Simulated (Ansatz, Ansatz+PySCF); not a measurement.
```xyz
10

C     0.0000    0.0000    0.0000
C     1.4143    0.0000    0.0000
C    -0.7072    1.2248    0.0000
C    -0.7072   -1.2248    0.0000
H     1.9765   -0.9363    0.0000
H     1.9765    0.9363    0.0000
H    -1.7991    1.2436    0.0000
H    -0.1774    2.1799    0.0000
H    -1.7991   -1.2436    0.0000
H    -0.1774   -2.1799    0.0000
```

Basis set: cc-pVDZ (spherical functions). Correlated methods keep 4 orbitals frozen. Charge 0, multiplicity 1.

Computed with Ansatz (development build ahead of 0.2.0); each method stands on the lowest determinant of its kind that the runs found. Restricted open shells among the atoms or ions are ROHF, correlated in semicanonical orbitals with singles. Restricted functionals stand beside restricted open-shell atoms, which can lie above the unrestricted atoms usual in DFT and then raise those values.

Give the atomization energy at this shape (free ground-state atoms in the same class of orbitals less the molecule, no zero-point energy) of singlet C4H6 by ωB97X (unrestricted), r²SCAN (unrestricted), ωB97X (restricted), r²SCAN (restricted), PBE0 (unrestricted), PBE (unrestricted), PBE0 (restricted), PBE (restricted), RHF-CCSD(T), UHF-MP2, RHF-MP2, UHF, RHF.

| method | atomization energy |
| --- | --- |
| ωB97X (unrestricted) | 40.77 eV |
| r²SCAN (unrestricted) | 41.34 eV |
| ωB97X (restricted) | 39.15 eV |
| r²SCAN (restricted) | 39.95 eV |
| PBE0 (unrestricted) | 41.34 eV |
| PBE (unrestricted) | 42.11 eV |
| PBE0 (restricted) | 39.80 eV |
| PBE (restricted) | 40.90 eV |
| RHF-CCSD(T) | 37.60 eV |
| UHF-MP2 | 38.47 eV |
| RHF-MP2 | 37.39 eV |
| UHF | 30.75 eV |
| RHF | 28.02 eV |

Caution for ωB97X (unrestricted), PBE0 (unrestricted), PBE0 (restricted), PBE (restricted), UHF-MP2, UHF: the determinant breaks the point group. Caution for ωB97X (unrestricted), PBE0 (unrestricted), UHF-MP2, UHF: the unrestricted determinant is a mixture of spin states. Caution for r²SCAN (unrestricted), PBE (unrestricted): the unrestricted determinant is spin contaminated. Caution for ωB97X (restricted), r²SCAN (restricted), PBE0 (restricted), PBE (restricted), RHF-CCSD(T), RHF-MP2, RHF: an unrestricted determinant lies well below. Caution for RHF-CCSD(T), RHF-MP2: large amplitudes, a single reference is doubtful. Caution for RHF-CCSD(T): the amplitudes may be one of several solutions.
